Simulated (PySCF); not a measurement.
Si(CCH)(F)2(H) (C₂H₂F₂Si), SMILES C#C[SiH](F)F. Geometry optimised at PBE-D3(BJ)/def2-SVP.

The numbers are results of PBE-D3(BJ)/def2-SVP (PySCF), not measurements.

Harmonic wavenumbers (cm⁻¹): 126, 163, 284, 338, 402, 636, 714, 716, 799, 806, 876, 952, 2098, 2261, 3387. Rotational constants (GHz): 6.601, 2.836, 2.180; symmetry number 1.

Work out the zero-point energy and the ideal-gas rigid-rotor harmonic-oscillator thermochemistry at 298.15 K and 1 atm.

ZPE = ½ Σ hcν = ½ × 14558 cm⁻¹ = 87.07 kJ/mol. H − E(el) = 104.98 kJ/mol. Entropy in J/(mol K): translation 165.16, rotation 110.74, vibration 45.41, total 321.32. G − E(el) = 9.18 kJ/mol. Cp = 89.39 J/(mol K). Modes under 150 cm⁻¹ make the vibrational entropy uncertain.
